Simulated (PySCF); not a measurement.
Job file and geometry (Å, from GFN2-xTB) of an NMR shielding run on `C[SiH2][SiH2][SiH2]N`, CH11NSi3, PySCF 2.14.0, density-fitted response routines, GIAO PBE0/pcSseg-1 NMR shielding, non-relativistic, gas phase; density fitting, a coarse starting grid and PySCF grid level 2 are the driver's defaults:

```
$ OMP_NUM_THREADS=1 python probes_run.py task.json out

{"job": {"kind": "nmr", "xc": "PBE0", "basis": "pcSseg-1"}, "charge": 0, "multiplicity": 1}
C      2.990418     0.212206    -0.411068
Si     1.415501     0.239501     0.658420
Si    -0.259719    -1.045096    -0.305164
Si    -2.448862    -0.509333     0.183423
N     -2.515661     1.215861     0.101632
H      2.812086     0.670010    -1.380355
H      3.812922     0.745601     0.057278
H      3.319014    -0.807999    -0.589335
H      1.035134     1.650977     0.826455
H      1.794758    -0.237067     1.997975
H     -0.050481    -2.462951     0.042420
H     -0.065427    -1.054311    -1.770790
H     -3.452500    -1.174430    -0.673229
H     -2.869571    -0.793012     1.559852
H     -3.352540     1.680197     0.415490
H     -2.172672     1.678791    -0.724414
```

**Question.** Write the output of this run.

**Answer.** 
```
coarse grid: 13840 points
cycle   1  E = -967.3637974728  dE = -4.229e-03  |g| = 5.010e-01  |ddm| = 3.418e+00
cycle   2  E = -967.3224445955  dE =  4.135e-02  |g| = 6.544e-01  |ddm| = 1.039e+00
cycle   3  E = -967.4207457631  dE = -9.830e-02  |g| = 5.220e-02  |ddm| = 6.752e-01
cycle   4  E = -967.4212853681  dE = -5.396e-04  |g| = 2.260e-02  |ddm| = 7.362e-02
cycle   5  E = -967.4214064814  dE = -1.211e-04  |g| = 4.682e-03  |ddm| = 2.248e-02
cycle   6  E = -967.4214122243  dE = -5.743e-06  |g| = 8.665e-04  |ddm| = 6.215e-03
final grid: 117072 points
cycle   7  E = -967.4451315557  dE = -1.589e-05  |g| = 7.123e-03  |ddm| = 1.597e-02
cycle   8  E = -967.4451226834  dE =  8.872e-06  |g| = 9.428e-03  |ddm| = 1.404e-02
cycle   9  E = -967.4451430385  dE = -2.036e-05  |g| = 5.575e-04  |ddm| = 8.249e-03
cycle  10  E = -967.4451430917  dE = -5.324e-08  |g| = 2.043e-04  |ddm| = 6.678e-04
cycle  11  E = -967.4451431015  dE = -9.770e-09  |g| = 3.546e-05  |ddm| = 1.918e-04
cycle  12  E = -967.4451431018  dE = -2.869e-10  |g| = 9.411e-06  |ddm| = 5.192e-05
converged SCF energy = -967.4451431018

GIAO shielding tensors (ppm)
atom      isotropic    diamagn.    paramagn.     s11        s22        s33       span
  0 C      193.993     252.323     -58.330    189.034    193.567    199.378     10.344
  1 Si     428.450     881.244    -452.793    398.668    419.026    467.657     68.989
  2 Si     477.425     882.764    -405.338    456.595    472.067    503.614     47.019
  3 Si     398.944     879.182    -480.238    351.934    376.170    468.728    116.795
  4 N      266.130     316.652     -50.522    228.619    261.044    308.727     80.108
  5 H       31.592      31.258       0.334     26.789     29.481     38.504     11.715
  6 H       31.249      28.279       2.970     26.094     27.940     39.714     13.620
  7 H       31.507      30.082       1.425     26.644     29.493     38.385     11.742
  8 H       27.572      30.745      -3.173     23.403     26.942     32.371      8.968
  9 H       27.644      30.232      -2.588     23.826     26.062     33.045      9.219
 10 H       28.477      30.314      -1.837     24.804     26.308     34.320      9.517
 11 H       28.466      31.149      -2.682     24.756     26.935     33.708      8.952
 12 H       26.408      28.203      -1.795     22.349     24.667     32.207      9.857
 13 H       26.811      29.108      -2.297     24.058     24.998     31.378      7.320
 14 H       31.708      28.818       2.890     23.387     27.171     44.566     21.179
 15 H       32.169      32.936      -0.767     24.720     29.638     42.149     17.429
```

**Question.** Turn these shieldings into chemical shifts. Shifts are taken against calculated references (same method and geometry level): 13C (σ = 186.93 ppm) and 29Si (σ = 349.16 ppm) and 1H (σ = 31.72 ppm) against TMS; 15N (σ = 267.73 ppm) vs NH3.

**Answer.** Averaging equivalent atoms: C 0: -7.1; Si 3: -49.8; Si 1: -79.3; Si 2: -128.3; N 4: 1.6; H 12/13: 5.11; H 8/9: 4.11; H 10/11: 3.25; H 5/6/7: 0.27; H 14/15: -0.22 ppm. Experimental scales use liquid or dissolved standards, which lie at an offset from isolated NH3 (liquid NH3: subtract about 20 ppm).

Size and cost of the density-fitted run: 161 basis functions, 17 s wall time on 1 thread of an Arm Neoverse V2, shared host; peak memory 0.74 GiB.
